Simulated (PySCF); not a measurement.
Members of one series of related molecules.

All values: PBE0/pcSseg-1 (PySCF) at GFN2-xTB geometries, gas phase, one conformer each.

(1) Rank by the highest IAO charge on any atom, lowest value first.
A. `C=CCCC[SiH2]O`
B. `[Si@@H]1(C=CCC1)[SiH2]O`
C. `C=C(Cl)CC[SiH2][SiH2]O`
D. `C=CCC[SiH2][SiH2]S`

(2) Rank by the lowest Hirshfeld charge on any atom, highest value first.
A. `C=C(Cl)CC[SiH2][SiH2]O`
B. `C=CCC[SiH2][SiH2]S`
C. `C=CCC[SiH2][SiH2]O`

(3) Rank by LUMO energy, lowest first.
A. `C=CCCC[SiH2]O`
B. `C=CCC[SiH2][SiH2]S`
C. `C=CC[SiH2][SiH2][SiH2]O`
D. `C=CCC[SiH2][SiH2]O`

Results:

(1) D (+0.464 e), C (+0.721 e), B (+0.741 e), A (+1.009 e).

(2) B (-0.164 e), A (-0.294 e), C (-0.309 e).

(3) C (-0.81 eV), B (-0.43 eV), D (-0.25 eV), A (0.40 eV).

All values together:

```csv
SMILES,change,formula,μ (D),HOMO (eV),LUMO (eV),lowest IAO charge (e),highest IAO charge (e),lowest Hirshfeld charge (e),highest Hirshfeld charge (e)
C=CCC[SiH2][SiH2]O,parent,C4H12OSi2,1.27,-7.34,-0.25,-0.802 (O),+0.728 (Si),-0.309 (O),+0.310 (Si)
C=CCC[SiH2][SiH2]S,O replaced by S,C4H12SSi2,1.30,-7.19,-0.43,-0.515 (C),+0.464 (Si),-0.164 (S),+0.256 (Si)
C=CCCC[SiH2]O,Si replaced by C,C5H12OSi,1.98,-7.48,0.40,-0.789 (O),+1.009 (Si),-0.314 (O),+0.394 (Si)
C=CC[SiH2][SiH2][SiH2]O,C replaced by Si,C3H12OSi3,1.38,-7.06,-0.81,-0.804 (O),+0.748 (Si),-0.303 (O),+0.315 (Si)
C=C(Cl)CC[SiH2][SiH2]O,H on C replaced by Cl,C4H11ClOSi2,2.80,-7.19,-0.37,-0.802 (O),+0.721 (Si),-0.294 (O),+0.311 (Si)
O[SiH2][Si@H]1C=CCC1,ring closed by a new Si-C bond,C4H10OSi2,1.77,-7.21,-0.48,-0.797 (O),+0.741 (Si),-0.314 (O),+0.311 (Si)
```

Conformers: `[CH2:1]=[CH:2][CH2:3][CH2:4][SiH2:5][SiH2:6][OH:7]` with C1–C2–C3–C4 -115°, C2–C3–C4–Si5 -178°, C3–C4–Si5–Si6 64°, C4–Si5–Si6–O7 -71°, Si5–Si6–O7–H -177°; `[CH2:1]=[CH:2][CH2:3][CH2:4][SiH2:5][SiH2:6][SH:7]` with C1–C2–C3–C4 116°, C2–C3–C4–Si5 180°, C3–C4–Si5–Si6 177°, C4–Si5–Si6–S7 60°, Si5–Si6–S7–H 180°; `[CH2:1]=[CH:2][CH2:3][CH2:4][CH2:5][SiH2:6][OH:7]` with C1–C2–C3–C4 123°, C2–C3–C4–C5 -62°, C3–C4–C5–Si6 -64°, C4–C5–Si6–O7 -167°, C5–Si6–O7–H 52°; `[CH2:1]=[CH:2][CH2:3][SiH2:4][SiH2:5][SiH2:6][OH:7]` with C1–C2–C3–Si4 -98°, C2–C3–Si4–Si5 60°, C3–Si4–Si5–Si6 45°, Si4–Si5–Si6–O7 11°, Si5–Si6–O7–H 178°; `[CH2:1]=[C:2]([Cl:3])[CH2:4][CH2:5][SiH2:6][SiH2:7][OH:8]` with C1–C2–C4–C5 106°, C2–C4–C5–Si6 -65°, C4–C5–Si6–Si7 -58°, C5–Si6–Si7–O8 70°, Si6–Si7–O8–H 177°; `[OH:1][SiH2:2][Si@H:3]1[CH:4]=[CH:5][CH2:6][CH2:7]1` with H–O1–Si2–Si3 59°, O1–Si2–Si3–C4 111°, Si2–Si3–C4–C5 130°, C4–C5–C6–C7 -16°, C5–C6–C7–Si3 22°, Si2–Si3–C7–C6 -139°.

**Question.** Give the shifts from the parent, `C=CCC[SiH2][SiH2]O`.

**Answer.** 
```
                 SMILES  change in μ (D)  change in HOMO (eV)  change in LUMO (eV)
     C=CCC[SiH2][SiH2]S            +0.03                +0.15                -0.18
          C=CCCC[SiH2]O            +0.71                -0.14                +0.65
C=CC[SiH2][SiH2][SiH2]O            +0.11                +0.28                -0.56
 C=C(Cl)CC[SiH2][SiH2]O            +1.53                +0.15                -0.12
   O[SiH2][Si@H]1C=CCC1            +0.50                +0.13                -0.23
```
